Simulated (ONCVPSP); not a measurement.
Sc: ONCV pseudisation with LDA (Perdew-Wang 92), scalar-relativistic reference atom.

| Item | Value |
| --- | --- |
| Element | Sc |
| Generator | ONCVPSP 4.0.1 |
| Type | optimised norm-conserving Vanderbilt (ONCV) |
| Functional | LDA (Perdew-Wang 92) |
| Relativity | scalar-relativistic |
| Frozen core | [Ne] |
| Valence charge | 11 |
| Reference configuration | 3s2 3p6 3d1 4s2 |
| Partial waves | 3s+4s: rc 2.00 bohr, ncon 4, nbas 8, qcut 5.1 1/bohr, 3 projectors, debl 2.3 Ha; 3p: rc 1.75 bohr, ncon 4, nbas 7, qcut 8.4 1/bohr, 1 projector; 3d: rc 2.60 bohr, ncon 4, nbas 9, qcut 5.8 1/bohr, 2 projectors, debl 1.2 Ha |
| Local potential | polynomial inside 1.10 bohr (lpopt 5, dvloc0 -1 Ha) |
| Core correction | Teter function, fcfact 2, rcfact 1.7 |

All-electron outer shells of the reference configuration (LDA (PZ), scalar-relativistic, ld1.x):

```json
{"shell": "2p", "level (eV)": "-388.03", "outermost node (bohr)": "–", "outermost maximum (bohr)": "0.23"}
{"shell": "3s", "level (eV)": "-54.71", "outermost node (bohr)": "0.42", "outermost maximum (bohr)": "0.92"}
{"shell": "3p", "level (eV)": "-33.56", "outermost node (bohr)": "0.39", "outermost maximum (bohr)": "0.97"}
{"shell": "4s", "level (eV)": "-4.30", "outermost node (bohr)": "1.33", "outermost maximum (bohr)": "3.06"}
{"shell": "3d", "level (eV)": "-3.42", "outermost node (bohr)": "–", "outermost maximum (bohr)": "1.10"}
```

Results:

- Cutoffs needed: 19 Ha and 23 Ha (the cutoffs (Ha) at which the residual kinetic energy of the hardest occupied pseudo-wave falls to 1 and 0.1 mHa per electron)
- Ghost test: no bound ghost flagged; GHOST(+) flagged for s at 267.5 eV
- Largest excitation error: +343 meV (all-electron minus pseudo) for 3s2 3p6 3d0 4s0, out of 4 test configurations
- rms error of d²Exc/dni dnj: 3.28 mHa without and 1.62 mHa with the model core

Generation and tests took about 3.4 s on one core of a shared server CPU.
